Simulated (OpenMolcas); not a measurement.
An OpenMolcas run meant for Ir II (ANO-RCC-VTZP, DKH3; inactive shells 1s 2s 2p 3s 3p 3d 4s 4p 4d 4f 5s 5p; intended active space 8 electrons in 6 orbitals (5d 6s)). One step of its input:

```
&RASSCF
FileOrb=start.orb
Symmetry=1
Spin=5
nActEl=8 0 0
Inactive=15 19
Ras2=6 0
CIRoot=17 17 1
SDav=15
CIMx=300
Iter=88 100
PrWF=0.3
OrbListing=Nothing
MaxOrb=0
Atom
CIOnly
>>> COPY $Project.JobIph JOB001
```

Lines from the output:

```
...
      Number of secondary orbitals              44
      Spin quantum number                      2.0
      State symmetry                             1
Orbital specifications:
      -----------------------

      Symmetry species                           1   2
                                                ag  au
      Frozen orbitals                            0   0
      Inactive orbitals                         15  19
      Active orbitals                            6   0
      RAS1 orbitals                              0   0
      RAS2 orbitals                              6   0
      RAS3 orbitals                              0   0
      Secondary orbitals                        21  23
      Deleted orbitals                           0   0
      Number of basis functions                 42  42
      Number of CSFs                            15
      Number of root(s) required                17
 ************ ERROR ***********
  You can't ask for more roots
  than there are configurations
 ******************************
--- Stop Module: rasscf at  /rc=_RC_INPUT_ERROR_ ---
.####################.
.# User input error #.
.####################.
```

**Question.** What is wrong with the input?

**Answer.** CIRoot asks for more roots than the active space has configuration state functions.
